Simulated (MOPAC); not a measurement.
MOPAC input (PM6):

```
PM6 FORCE THERMO(298,298) PRECISE LET GEO-OK AUX(PRECISION=9) THREADS=1
BrCl

Cl    0.00000000 1    0.00000000 1   -1.46317865 1
Br    0.00000000 1    0.00000000 1    0.71365392 1
```

Problem. Which zero-point energy does it print?

Solution. 0.64 kcal/mol, from the harmonic wavenumbers of PM6.
